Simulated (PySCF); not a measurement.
Shifts of the heteroatoms

Atom-mapped SMILES (the numbers label the heavy atoms): `[CH2:1]=[CH:2][C:3](=[CH2:4])[C@H:5]([CH:6]=[O:7])[O:8][CH3:9]`; H(Xn) means a hydrogen on atom n. Ha(C4) is cis to C2; Ha(C1) is cis to C3; Hb(C4) is trans to C2; Hb(C1) is trans to C3.

[PySCF 2.14: coordinates at the GFN2-xTB level; σ from GIAO-PBE0/pcSseg-1; fast rotation and ring inversion assumed for equivalent nuclei; in vacuum; one conformer; non-relativistic Hamiltonian]

Question: Where does $^{17}$O resonate?

Answer: 
```tsv
atoms	environment	σ (ppm)	δ (ppm)
O7	aldehyde oxygen	-315.0	553.6
O8	ether oxygen	310.5	-16.1
```

Shieldings were converted by a linear fit to measured shifts: $^{17}$O: δ = 266.70 − 0.911σ (rms 10.7 ppm, 155 shifts, 12.2 ppm with the 3 outliers that the fit left out vs liquid water, solution or neat liquid). A few per cent of atoms miss by over 2 rms, more outside the fitted compound classes.

On a 400 MHz spectrometer $^{17}$O resonates near 54.2 MHz, so 1 ppm is 54.2 Hz.
